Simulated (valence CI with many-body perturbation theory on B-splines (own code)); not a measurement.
# Eu³⁹⁺ in brief

Method: relativistic CI+MBPT: six valence electrons over a frozen Dirac-Fock core [Ar], a basis of 7 s, 7 p, 8 d, 6 f, 4 g, 1 h functions for each j, with the one-electron correlation potential Σ1, the two-electron term Σ2, the three-electron term Σ3, Breit, model QED; selected CI, second order for the rest, scaled by the run's own slope (own B-spline code, finite nucleus).

The last digits are not significant, and no measured levels were compared; by estimate large intervals hold to a few tenths of a per cent, small ones and those within an open d or f shell to about a per cent. Core correlation moves these levels by up to 8800 cm⁻¹, and in measured spectra 5 to 20 % of such shifts remained as error; rates that hang on mixing are uncertain with them. Among the levels kept, up to 970 cm⁻¹ of a level comes from second order outside the variational space, and about a tenth of that is noise between levels of different J, which matters for small intervals. Only levels of the ground parity were solved; by the run's estimate the other parity begins above the list, which can be wrong where configurations are misplaced.

Levels are named by their leading jj configuration (3d3/2^4 stands for four electrons in 3d with j = 3/2), which in mixed levels can hold well under half, so a name can repeat and another be missing.

Rates and lifetimes use the calculated energies. Strong lines usually hold to 10 to 20 %, long lifetimes can be off by a factor of two.

Problem. What is the ground level?

Solution. (3d3/2^4 3d5/2^2) J=4, composition 41 % 3d6 5D + 37 % 3d6 3F + 10 % 3d6 1G, g = 1.290.

Problem. What is the ionisation energy?

Solution. 2914.3 eV; NIST lists 2914 ± 4 eV (theoretical).

Problem. Name the longest-lived excited levels whose lifetime is computed, and their main decay.

Solution. (3d3/2^4 3d5/2^2) J=2 at 47414 cm⁻¹ lives 108 s, mostly by E2 to (3d3/2^4 3d5/2^2) J=4; (3d3/2^4 3d5/2^2) J=0 at 142620 cm⁻¹ lives 1.06 s, mostly by E2 to (3d3/2^4 3d5/2^2) J=2; (3d3/2^3 3d5/2^3) J=6 at 281490 cm⁻¹ lives 957 ms, mostly by E2 to (3d3/2^4 3d5/2^2) J=4.

Problem. How well does LS coupling describe the low levels?

Solution. Among the lowest 20 levels the leading LS term, summed over configurations, holds 50 % on average. For single configurations the figures are 50 % in LS and 91 % in jj coupling. Terms mix most in the J = 3 level at 327980 cm⁻¹, where the leading one holds 29 %.
